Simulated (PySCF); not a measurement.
Match the calculated data to a structure.

All candidates are C5H14SSi2.

| technique | computed result |
| --- | --- |
| Dipole | 2.88 D [PBE0/pcSseg-1] |
| Rotational structure | rotational constants A, B, C: 2.412, 0.471, 0.441 GHz [GFN2-xTB] |
| 13C NMR | chemical shifts (computed TMS as zero) by class: 163.6 (1 C), 126.8 (1 C), 34.5 (1 C), 15.9 (1 C), -2.5 (1 C) ppm [GIAO PBE0/pcSseg-1] |
| NMR, other nuclei | isotropic shieldings of nuclei other than C and H, by class: 380 (1 Si), 397 (1 Si), 796 (1 S) ppm [GIAO PBE0/pcSseg-1] |
| 1H NMR | chemical shifts (computed TMS as zero) by class: 6.75 (1 H), 5.75 (1 H), 5.23 (2 H), 4.93 (2 H), 2.06 (2 H), 1.10 (3 H), 0.39 (3 H) ppm [GIAO PBE0/pcSseg-1] |

The electronic properties come from PySCF, for the isolated species, density fitting. Levels stand in brackets. Geometry: GFN2-xTB, one conformer, isolated molecule. NMR classes are plain means over equivalent atoms (diastereotopic ones count apart unless rotation or inversion swaps them), as if these changed places fast.

Task: Which candidate is it?
A. `CC/C=C\[SiH2]S[SiH2]C`
B. `C=C[C@@H](CC)[SiH2]S[SiH3]`
C. `CSC[Si@@H]1CCC[SiH2]1`
D. `CCC/C=C\[SiH2]S[SiH3]`
E. `C=CC[SiH2][C@H]([SiH3])SC`

Result: A. It is `CC/C=C\[SiH2]S[SiH2]C`. Numbering: `[CH3:1][CH2:2]/[CH:3]=[CH:4]\[SiH2:5][S:6][SiH2:7][CH3:8]`. Its formula, C5H14SSi2, gives 1 degree of unsaturation: 0 rings and 1 π bond in the structure found. 5 carbons fall into 5 classes; from least to most shielded: alkene CH carbon [C3] (163.6 ppm), alkene CH carbon [C4] (126.8 ppm), allylic carbon [C2] (34.5 ppm), methyl carbon [C1] (15.9 ppm), Si-methyl carbon [C8] (-2.5 ppm). Hydrogen classes from least to most shielded: 1 H on an alkene CH carbon, C3 (6.75 ppm), 1 H on an alkene CH carbon, C4 (5.75 ppm), 2 H on an SiH2 silicon, Si5 (5.23 ppm), 2 H on an SiH2 silicon, Si7 (4.93 ppm), 2 H on an allylic carbon, C2 (2.06 ppm), 3 H on a methyl carbon, C1 (1.10 ppm), 3 H on an Si-methyl carbon, C8 (0.39 ppm, a mean of values up to 0.5 ppm apart in this geometry). The other shieldings belong to: 380 ppm, SiH2 silicon [Si7]; 397 ppm, SiH2 silicon [Si5]; 796 ppm, sulfur bonded to 2 Si [S6]. The optimised geometry has point group C1 and is an asymmetric top.

The others, at the same levels:
- `CCC/C=C\[SiH2]S[SiH3]` fails: its computed 13C shifts are 168.8 (1 C), 125.8 (1 C), 38.4 (1 C), 29.6 (1 C), 15.0 (1 C) ppm, 1H shifts are 7.47 (1 H), 5.86 (1 H), 5.08 (2 H), 4.60 (3 H), 2.56 (2 H), 1.61 (2 H), 1.03 (3 H) ppm and rotational constant A is 2.265 GHz (against 2.412 GHz).
- `CSC[Si@@H]1CCC[SiH2]1` fails: its computed 13C shifts are 28.2 (1 C), 27.1 (1 C), 23.5 (1 C), 18.9 (1 C), 15.3 (1 C) ppm, 1H shifts are 4.31 (1 H), 3.85 (1 H), 3.75 (1 H), 2.44 (1 H), 2.10 (3 H), 2.04 (1 H), 1.63 (1 H), 1.49 (1 H), 1.26 (1 H), 1.13 (1 H), 0.65 (1 H), 0.50 (1 H) ppm and smallest rotational constant is 0.521 GHz (against 0.441 GHz).
- `C=CC[SiH2][C@H]([SiH3])SC` fails: its computed 13C shifts are 142.0 (1 C), 119.8 (1 C), 25.5 (1 C), 17.1 (1 C), 7.5 (1 C) ppm, 1H shifts are 6.11 (1 H), 5.30 (1 H), 5.17 (1 H), 4.35 (1 H), 4.25 (3 H), 4.17 (1 H), 2.13 (3 H), 1.79 (1 H), 1.64 (1 H), 0.88 (1 H) ppm and rotational constant A is 1.917 GHz (against 2.412 GHz).
- `C=C[C@@H](CC)[SiH2]S[SiH3]` fails: its computed 13C shifts are 148.7 (1 C), 121.5 (1 C), 39.2 (1 C), 26.7 (1 C), 17.1 (1 C) ppm, 1H shifts are 6.12 (1 H), 5.43 (1 H), 5.37 (1 H), 4.89 (1 H), 4.68 (1 H), 4.64 (3 H), 1.80 (1 H), 1.79 (1 H), 1.57 (1 H), 1.07 (3 H) ppm and rotational constant A is 2.144 GHz (against 2.412 GHz).

Each candidate is one conformer, not necessarily the lowest. The conformers computed, where there is a choice (atom-mapped SMILES and torsion angles):
- `[CH3:1][CH2:2]/[CH:3]=[CH:4]\[SiH2:5][S:6][SiH2:7][CH3:8]`: C1–C2–C3–C4 -116°, C3–C4–Si5–S6 175°, C4–Si5–S6–Si7 61°, Si5–S6–Si7–C8 57°
- `[CH3:1][CH2:2][CH2:3]/[CH:4]=[CH:5]\[SiH2:6][S:7][SiH3:8]`: C1–C2–C3–C4 -61°, C2–C3–C4–C5 -94°, C4–C5–Si6–S7 -65°, C5–Si6–S7–Si8 -56°
- `[CH2:1]=[CH:2][CH2:3][SiH2:4][C@H:5]([SiH3:6])[S:7][CH3:8]`: C1–C2–C3–Si4 -104°, C2–C3–Si4–C5 180°, C3–Si4–C5–Si6 -60°, Si4–C5–S7–C8 72°
- `[CH2:1]=[CH:2][C@@H:3]([CH2:4][CH3:5])[SiH2:6][S:7][SiH3:8]`: C1–C2–C3–C4 133°, C2–C3–C4–C5 -64°, C2–C3–Si6–S7 -63°, C3–Si6–S7–Si8 -179°

The conformers of `CSC[Si@@H]1CCC[SiH2]1` aren't listed.
